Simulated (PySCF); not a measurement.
# A small calculation by hand: entropy of an ideal gas

Se(SH)(GeH3) (GeH4SSe), SMILES S[Se][GeH3].

The structure is a stationary point at PBE0-D3(BJ)/def2-SVP. This is a generated structure with no PubChem entry under its InChIKey; it may be hypothetical. Other conformers were not sampled.

PBE0-D3(BJ)/def2-SVP run with PySCF gives the harmonic wavenumbers 103, 124, 266, 286, 400, 531, 544, 813, 829, 864, 880, 2152, 2166, 2176, 2685 cm⁻¹ and the rotational temperatures 0.2371, 0.0761, 0.0590 K. The molar mass is 187.69 g/mol, the symmetry number 1, the spin multiplicity 1.

Problem. Work out the entropy at 298.15 K and 1 atm in the rigid-rotor, harmonic-oscillator model.

Solution. 
Translation (Sackur–Tetrode at 1 atm): S = R[1.5 ln M + 2.5 ln T − 1.16487] = 174.0 J/(mol K).
Rotation: q = (√π/σ) T^1.5/√(θA θB θC) = 280000, S = R[ln q + 3/2] = 116.7 J/(mol K).
Vibration: with u = 1.4388 ν/T, each mode gives R[u/(e^u − 1) − ln(1 − e^−u)]:
```
ν (cm⁻¹)  modes     u  S (J/(mol K))
--------  -----  ----  -------------
103           1  0.50          14.21
124           1  0.60          12.71
266           1  1.28           6.79
286           1  1.38           6.27
400           1  1.93           4.03
531           1  2.56           2.45
544           1  2.63           2.33
813           1  3.92           0.82
829           1  4.00           0.77
864           1  4.17           0.67
880           1  4.25           0.63
```
The stiffer modes add less than 0.005 each. Sum 51.7 J/(mol K).
Spin: R ln 1 = 0.0 J/(mol K).
Total 342.5 J/(mol K); the program's own thermochemistry gives 342.4. Translation makes up 51 % and vibration 15 %. Anharmonicity, hindered rotation and orbital degeneracy are left out.
